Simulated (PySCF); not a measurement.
An unknown shows these calculated signals:

1H NMR (400 MHz, computed): δ 8.70 (dt, J = 5.4, 1.3 Hz, 1H), 8.13 (dt, J = 8.8, 1.0 Hz, 1H), 7.76 (td, J = 8.5, 1.6 Hz, 1H), 7.20 (ddd, J = 8.3, 5.4, 1.0 Hz, 1H), 2.76 (s, 3H).

13C{1H} NMR (computed): δ 201.6 (C), 153.4 (C), 152.2 (CH), 139.1 (CH), 130.4 (CH), 124.0 (CH), 28.8 (CH3).

[PySCF 2.14: PBE/pcSseg-1 with gauge-including orbitals; structure optimised with PBE0-D3(BJ)/def2-SVP; spin–spin couplings from B3LYP/pcJ-1 (without the spin–dipole term); no solvent; one conformer; non-relativistic Hamiltonian; averaged over atoms made equivalent by symmetry, fast rotation or ring inversion]

δ = σ(ref) − σ, references computed at the same level: TMS for 1H (31.20 ppm), 13C (180.03 ppm).

**Question.** Which of these does the molecule contain: a three-membered ring, a ketone, a vinyl group CH=CH2, a carboxylic acid, a heteroaromatic ring?

**Answer.** 
- A three-membered ring: no.
- A ketone: yes (δC 201.6).
- A vinyl group CH=CH2: no.
- A carboxylic acid: no.
- A heteroaromatic ring: yes.

The data belong to SMILES CC(=O)c1ccccn1, C7H7NO; they needn't prove each group on their own.

Carbon signals by region: 1 in the far downfield region (above 160 ppm), 5 in the sp2 and nitrile region (100–160 ppm), 1 below 50 ppm. Above 160 ppm: 201.6, ketone carbonyl carbon.

Splittings below 1 Hz are ignored in the labels, and close J values are merged. Unscaled 3J(H,H) at this level run about 10 % above measured values. Shifts are as computed. Against solution values, carbons near 30 ppm lie about +2 ppm off and those near 130 ppm about +2 ppm. Of 1211 compounds with measured shifts, 218 miss one by over three times the rms of a fit or turn the order of signals round; such compounds aren't used in these exercises.
